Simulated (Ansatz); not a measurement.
`[OH][Hf]([F])([F])[SH]`, relaxed with RKS PBE0-D4/def2-TZVP in Ansatz 0.2.0 from a PBE-D4/def2-SVP geometry. The force threshold is 0.005 eV/Å; the program also tests the step.

The species carries charge 0 and has multiplicity 1. Hf takes the def2 core potential.

Start:

```xyz
7

O     0.310    0.950    1.213
Hf    0.396    0.060   -0.482
F     0.637    1.250   -1.968
F     1.845   -1.203   -0.447
S    -1.730   -1.140   -0.836
H     0.409    1.474    2.019
H    -1.867   -1.391    0.501
```

(1) How much energy does the relaxation release, and in how many steps? (An estimate is asked.)

(2) Which bonds change most? (Estimate.)

(3) Give the relaxed structure. (An estimate is asked.)

## Answers

(1) Computed: 0.03 eV, in 23 steps, 6 of them rejected.

(2) The calculation gave: S5–H7 from 1.367 to 1.346 Å; Hf2–F4 from 1.922 to 1.903 Å; Hf2–F3 from 1.919 to 1.903 Å; O1–Hf2 from 1.916 to 1.900 Å.

(3) The calculation gave: 
```xyz
7

O     0.281    0.866    1.218
Hf    0.423   -0.008   -0.463
F     0.551    1.243   -1.892
F     1.974   -1.107   -0.546
S    -1.585   -1.389   -0.758
H     0.409    1.397    1.998
H    -2.052   -1.002    0.444
```
